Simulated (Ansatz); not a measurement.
Molecule: sum formula AlN₂H₄Cl, charge 0, multiplicity 1. SMILES: [NH2][Al]([NH2])[Cl]
Coordinates optimised at B3LYP-D3(BJ)/def2-TZVP (Ansatz, a first-principles code):
```
Al
N 1 1.7611
H 2 1.0070 1 125.72
H 2 1.0072 3 110.58 1 180.00
N 1 1.7611 2 123.30 3 0.00
H 5 1.0070 1 125.72 2 0.00
H 5 1.0072 6 110.58 1 180.00
Cl 1 2.1063 2 118.35 3 180.00
```
Charge 0, spin multiplicity 1.

Atomisation energy built up term by term with Ansatz (kcal/mol; UHF references for open shells; valence terms freeze the core; atomic spin-orbit terms are left out). CBS(X,Y): correlation extrapolated as X^-3; Hartree-Fock from the larger set.

| term | basis | kcal/mol |
|---|---|---|
| Hartree-Fock | aug-cc-pV(Q+d)Z | ___ |
| CCSD correlation | CBS(aug-cc-pV(T+d)Z,aug-cc-pV(Q+d)Z) | ___ |
| (T) | CBS(aug-cc-pV(T+d)Z,aug-cc-pV(Q+d)Z) | 12.00 |
| core correlation | cc-pwCVTZ | 1.06 |
| scalar relativity (X2C) | cc-pVTZ-DK against cc-pVTZ | -1.38 |
| sum: De |  | ___ |

**Question.** Fill in the missing entries.

**Answer.** 
- Hartree-Fock, kcal/mol: 458.44
- CCSD correlation, kcal/mol: 191.69
- sum: De, kcal/mol: 661.8
